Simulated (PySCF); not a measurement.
**From computed data to an observable: chemical shift, span and skew from a shielding tensor**

C3H10Si2, SMILES [SiH3][C@H]1C[C@@H]1[SiH3]. Atoms are numbered in the order given.

```xyz
15

Si     2.2684    -0.0316     0.3970
C      0.5667     0.5089    -0.1504
C      0.0000     0.0000    -1.4503
C     -0.5667    -0.5089    -0.1504
Si    -2.2684     0.0316     0.3970
H      2.4869    -1.4291    -0.0855
H      3.3306     0.8505    -0.1727
H      2.3884    -0.0101     1.8854
H      0.2837     1.5356     0.1162
H      0.6045    -0.6911    -2.0475
H     -0.6045     0.6911    -2.0475
H     -0.2837    -1.5356     0.1162
H     -3.3306    -0.8505    -0.1727
H     -2.4869     1.4291    -0.0855
H     -2.3884     0.0101     1.8854
```

The structure is a stationary point at ωB97X-D3(BJ)/def2-SVP. The structure was generated by enumeration; whether it is a known compound was not checked.

GIAO shieldings from PBE/pcSseg-1 run with PySCF, non-relativistic, no solvent. The symmetric part of the tensor of C2 has the principal values 149.4, 179.3, 215.0 ppm. The same nucleus in TMS has σ = 182.0 ppm at this level (PySCF, at its B3LYP-D3(BJ)/def2-TZVP geometry).

Q: Work out the isotropic shielding, the ¹³C shift against TMS, the span and the skew.

A: 
σ(iso) = (σ11 + σ22 + σ33)/3 = 181.2 ppm. δ = σ(ref) − σ(iso) = 182.0 − (181.2) = 0.8 ppm.
Span Ω = σ33 − σ11 = 65.6 ppm. Skew κ = 3(σ(iso) − σ22)/Ω = 0.09. Tumbling in solution averages the tensor to δ; in a static solid the shielding alone would spread this spin-1/2 line over Ω.
